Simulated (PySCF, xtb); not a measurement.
C₃H₅BO₃, SMILES OB(C1=COC1)O.

Coordinates come from a PBE0-D3(BJ)/def2-SVP optimisation. This is a generated structure with no PubChem entry under its InChIKey; it may be hypothetical. The values are those of a single conformer.

Method: IEF-PCM-PBE0/def2-SVP (PySCF).

The values are the electrostatic part of the solvation free energy, E(continuum) − E(gas) at the gas-phase geometry, in a cavity of scaled van der Waals radii (PySCF's table); cavitation and dispersion terms are not included. In vacuum the orbital gap is 6.46 eV. The dipole moment in vacuum is 2.12 D.

| solvent | ε | ΔG(elec) (kcal/mol) | dipole (D) | gap (eV) |
|---|---|---|---|---|
| water | 78.36 | -11.2 | 2.54 | 6.47 |
| n-hexane | 1.88 | -3.8 | 2.27 | 6.46 |
| N,N-dimethylformamide | 37.22 | -10.9 | 2.53 | 6.47 |

For comparison, GFN2-xTB/ALPB(water) (xtb, at the GFN2-xTB geometry, all terms of that model) gives -8.8 kcal/mol.
